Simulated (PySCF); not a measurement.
Cost against size for one kind of job: PBE0-D3(BJ)/def2-SVP geometry optimisation, gas phase (PySCF 2.14.0); work: geometry optimisation from a GFN2-xTB start shaken at random. Hardware: one thread of an Arm Neoverse V2, shared host. Other jobs ran on the host; a repeat could differ by tens of per cent or more. Peak memory is the resident size of the whole Python process, interpreter and libraries included.

```json
{"species (SMILES)": "N#C[SiH3]", "atoms": "6", "electrons": "30", "basis functions": "61", "SCF cycles": "46", "gradient evaluations": "7", "wall time": "?", "peak memory": "?"}
{"species (SMILES)": "[NH2][GeH2][Br]", "atoms": "7", "electrons": "78", "basis functions": "98", "SCF cycles": "196", "gradient evaluations": "29", "wall time": "2.0 min", "peak memory": "0.41 GiB"}
{"species (SMILES)": "Clc1cpco1", "atoms": "8", "electrons": "60", "basis functions": "102", "SCF cycles": "52", "gradient evaluations": "7", "wall time": "26 s", "peak memory": "0.42 GiB"}
{"species (SMILES)": "FC(F)(F)C#CB(Cl)Cl", "atoms": "9", "electrons": "84", "basis functions": "134", "SCF cycles": "50", "gradient evaluations": "7", "wall time": "?", "peak memory": "?"}
{"species (SMILES)": "[CH3][GaH-]1[Cl+][GaH2-][Cl+]1", "atoms": "11", "electrons": "108", "basis functions": "144", "SCF cycles": "36", "gradient evaluations": "6", "wall time": "71 s", "peak memory": "0.64 GiB"}
{"species (SMILES)": "[GeH3][O]B1C=CBC=C1", "atoms": "16", "electrons": "82", "basis functions": "170", "SCF cycles": "85", "gradient evaluations": "13", "wall time": "2.8 min", "peak memory": "0.72 GiB"}
{"species (SMILES)": "[BH3-][P@@H+](C)C1=CCCC1", "atoms": "22", "electrons": "70", "basis functions": "186", "SCF cycles": "59", "gradient evaluations": "9", "wall time": "2.2 min", "peak memory": "0.76 GiB"}
```

Q: Estimate the withheld figures.

A: `N#C[SiH3]`: 5.6 s, 0.28 GiB; `FC(F)(F)C#CB(Cl)Cl`: 57 s, 0.55 GiB.

Q: With all rows, how does the wall time grow with the number of basis functions N?

A: A straight line through log(time) against log(N) has slope 2.6 between N = 61 and 186, and the rows scatter about it by a factor of about 2.0 (standard error of the fit). This is a fit to these rows, whose iteration counts differ, not the method's formal scaling.

Q: Which species took longest, and how many times the shortest run?

A: `[GeH3][O]B1C=CBC=C1`, at 2.8 min: about 30 times the shortest (5.6 s).
